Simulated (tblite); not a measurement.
Parent: `[CH:1]#[C:2][SiH2:3][SiH:4]1[CH2:5][CH2:6][CH2:7]1` with C2–Si3–Si4–C5 -43°, Si3–Si4–C5–C6 125°, Si4–C5–C6–C7 -11°, C5–C6–C7–Si4 11°, Si3–Si4–C7–C6 -124°, C5H10Si2.

Structures optimised with GFN2-xTB, isolated species. One conformer each, not checked by frequencies here.

```
coordinate of the parent    value
                   C1≡C2  1.203 Å
                  C2–Si3  1.851 Å
                 Si3–Si4  2.311 Å
                  Si4–C5  1.919 Å
                   C5–C6  1.539 Å
                   C6–C7  1.539 Å
                  Si4–C7  1.920 Å
               C1–C2–Si3   177.7°
              C2–Si3–Si4   110.4°
              Si3–Si4–C5   118.9°
              Si3–Si4–C7   119.3°
               C5–Si4–C7    76.0°
               Si4–C5–C6    91.0°
                C5–C6–C7   100.3°
               Si4–C7–C6    91.0°
```

Q: How does the shared frame change in `[CH:1]#[C:2][SiH2:3][Si@H:4]1[CH2:5][C@H:6]([CH2:7][F:8])[CH2:9]1` with C2–Si3–Si4–C5 147°, C5–C6–C7–F8 -177°, Si3–Si4–C5–C6 124°, Si4–C5–C6–C7 106°, C5–C6–C9–Si4 11°, Si3–Si4–C9–C6 -124°, C6H11FSi2? Atoms pair as C1 = C1, C2 = C2, Si3 = Si3, Si4 = Si4, C5 = C9, C6 = C6, C7 = C5 (parent first).

A: 
```json
{"parent": "C1≡C2", "relative": "C1≡C2", "value in the relative": "1.203 Å", "change": "0.000"}
{"parent": "C2–Si3", "relative": "C2–Si3", "value in the relative": "1.848 Å", "change": "-0.003"}
{"parent": "Si3–Si4", "relative": "Si3–Si4", "value in the relative": "2.310 Å", "change": "-0.001"}
{"parent": "Si4–C5", "relative": "Si4–C9", "value in the relative": "1.918 Å", "change": "-0.001"}
{"parent": "C5–C6", "relative": "C9–C6", "value in the relative": "1.541 Å", "change": "+0.002"}
{"parent": "C6–C7", "relative": "C6–C5", "value in the relative": "1.540 Å", "change": "+0.001"}
{"parent": "Si4–C7", "relative": "Si4–C5", "value in the relative": "1.923 Å", "change": "+0.003"}
{"parent": "C1–C2–Si3", "relative": "C1–C2–Si3", "value in the relative": "179.8°", "change": "+2.1"}
{"parent": "C2–Si3–Si4", "relative": "C2–Si3–Si4", "value in the relative": "108.3°", "change": "-2.1"}
{"parent": "Si3–Si4–C5", "relative": "Si3–Si4–C9", "value in the relative": "117.9°", "change": "-1.0"}
{"parent": "Si3–Si4–C7", "relative": "Si3–Si4–C5", "value in the relative": "118.3°", "change": "-1.0"}
{"parent": "C5–Si4–C7", "relative": "C9–Si4–C5", "value in the relative": "75.9°", "change": "-0.1"}
{"parent": "Si4–C5–C6", "relative": "Si4–C9–C6", "value in the relative": "91.2°", "change": "+0.2"}
{"parent": "C5–C6–C7", "relative": "C9–C6–C5", "value in the relative": "100.0°", "change": "-0.3"}
{"parent": "Si4–C7–C6", "relative": "Si4–C5–C6", "value in the relative": "91.1°", "change": "+0.1"}
```

No shared bond changes by more than 0.004 Å. Bonds of the relative outside the shared frame: C6–C7 1.518, C7–F8 1.376 Å.

Q: How does the shared frame change in `[CH:1]#[C:2][SiH2:3][Si@H:4]1[CH2:5][C@H:6]([S:7][SiH3:8])[CH2:9]1` with C2–Si3–Si4–C5 -37°, C5–C6–S7–Si8 76°, Si3–Si4–C5–C6 96°, Si4–C5–C6–S7 141°, C5–C6–C9–Si4 -19°, Si3–Si4–C9–C6 -94°, C5H12SSi3? Atoms pair as C1 = C1, C2 = C2, Si3 = Si3, Si4 = Si4, C5 = C5, C6 = C6, C7 = C9 (parent first).

A: 
| parent | relative | value in the relative | change |
| --- | --- | --- | --- |
| C1≡C2 | C1≡C2 | 1.203 Å | 0.000 |
| C2–Si3 | C2–Si3 | 1.853 Å | +0.002 |
| Si3–Si4 | Si3–Si4 | 2.316 Å | +0.005 |
| Si4–C5 | Si4–C5 | 1.920 Å | +0.001 |
| C5–C6 | C5–C6 | 1.530 Å | -0.009 |
| C6–C7 | C6–C9 | 1.530 Å | -0.009 |
| Si4–C7 | Si4–C9 | 1.919 Å | -0.001 |
| C1–C2–Si3 | C1–C2–Si3 | 177.4° | -0.3 |
| C2–Si3–Si4 | C2–Si3–Si4 | 108.4° | -2.0 |
| Si3–Si4–C5 | Si3–Si4–C5 | 113.2° | -5.7 |
| Si3–Si4–C7 | Si3–Si4–C9 | 114.5° | -4.8 |
| C5–Si4–C7 | C5–Si4–C9 | 75.6° | -0.4 |
| Si4–C5–C6 | Si4–C5–C6 | 89.5° | -1.5 |
| C5–C6–C7 | C5–C6–C9 | 100.5° | +0.2 |
| Si4–C7–C6 | Si4–C9–C6 | 89.5° | -1.5 |

Of the parent's bonds, C5–C6 and C6–C7 change most and about equally (-0.009 Å). Bonds of the relative outside the shared frame: C6–S7 1.838, S7–Si8 2.130 Å.

Q: How does the shared frame change in `[CH:1]#[C:2][SiH2:3][Si@H:4]1[CH2:5][C@H:6]([O:7][SiH3:8])[CH2:9]1` with C2–Si3–Si4–C5 -50°, C5–C6–O7–Si8 -179°, Si3–Si4–C5–C6 98°, Si4–C5–C6–O7 139°, C5–C6–C9–Si4 -17°, Si3–Si4–C9–C6 -98°, C5H12OSi3? Atoms pair as C1 = C1, C2 = C2, Si3 = Si3, Si4 = Si4, C5 = C9, C6 = C6, C7 = C5 (parent first).

A: 
| parent | relative | value in the relative | change |
| --- | --- | --- | --- |
| C1≡C2 | C1≡C2 | 1.203 Å | 0.000 |
| C2–Si3 | C2–Si3 | 1.852 Å | +0.001 |
| Si3–Si4 | Si3–Si4 | 2.316 Å | +0.005 |
| Si4–C5 | Si4–C9 | 1.916 Å | -0.003 |
| C5–C6 | C9–C6 | 1.538 Å | -0.001 |
| C6–C7 | C6–C5 | 1.536 Å | -0.003 |
| Si4–C7 | Si4–C5 | 1.917 Å | -0.003 |
| C1–C2–Si3 | C1–C2–Si3 | 177.6° | -0.1 |
| C2–Si3–Si4 | C2–Si3–Si4 | 109.0° | -1.4 |
| Si3–Si4–C5 | Si3–Si4–C9 | 115.3° | -3.6 |
| Si3–Si4–C7 | Si3–Si4–C5 | 115.4° | -3.9 |
| C5–Si4–C7 | C9–Si4–C5 | 75.8° | -0.2 |
| Si4–C5–C6 | Si4–C9–C6 | 90.1° | -0.9 |
| C5–C6–C7 | C9–C6–C5 | 100.0° | -0.3 |
| Si4–C7–C6 | Si4–C5–C6 | 90.1° | -0.9 |

Of the parent's bonds, Si3–Si4 changes most (+0.005 Å). Bonds of the relative outside the shared frame: C6–O7 1.395, O7–Si8 1.613 Å.

Q: How does the shared frame change in `[CH:1]#[C:2][SiH2:3][Si@H:4]1[CH2:5][C@@H:6]([C:7](=[O:8])[OH:9])[CH2:10]1` with C2–Si3–Si4–C5 138°, C5–C6–C7–O8 53°, C6–C7–O9–H 180°, Si3–Si4–C5–C6 94°, Si4–C5–C6–C7 -91°, C5–C6–C10–Si4 -21°, Si3–Si4–C10–C6 -95°, C6H10O2Si2? Atoms pair as C1 = C1, C2 = C2, Si3 = Si3, Si4 = Si4, C5 = C5, C6 = C6, C7 = C10 (parent first).

A: 
```
    parent     relative  value in the relative  change
     C1≡C2        C1≡C2                1.202 Å  -0.001
    C2–Si3       C2–Si3                1.858 Å  +0.007
   Si3–Si4      Si3–Si4                2.311 Å   0.000
    Si4–C5       Si4–C5                1.924 Å  +0.005
     C5–C6        C5–C6                1.541 Å  +0.002
     C6–C7       C6–C10                1.540 Å  +0.001
    Si4–C7      Si4–C10                1.924 Å  +0.004
 C1–C2–Si3    C1–C2–Si3                 179.4°    +1.7
C2–Si3–Si4   C2–Si3–Si4                 105.8°    -4.6
Si3–Si4–C5   Si3–Si4–C5                 116.0°    -2.9
Si3–Si4–C7  Si3–Si4–C10                 115.9°    -3.4
 C5–Si4–C7   C5–Si4–C10                  75.0°    -1.0
 Si4–C5–C6    Si4–C5–C6                  89.7°    -1.3
  C5–C6–C7    C5–C6–C10                  98.9°    -1.4
 Si4–C7–C6   Si4–C10–C6                  89.8°    -1.2
```

Of the parent's bonds, C2–Si3 changes most (+0.007 Å). Bonds of the relative outside the shared frame: C6–C7 1.492, C7=O8 1.209, C7–O9 1.335 Å.

These are computed values.
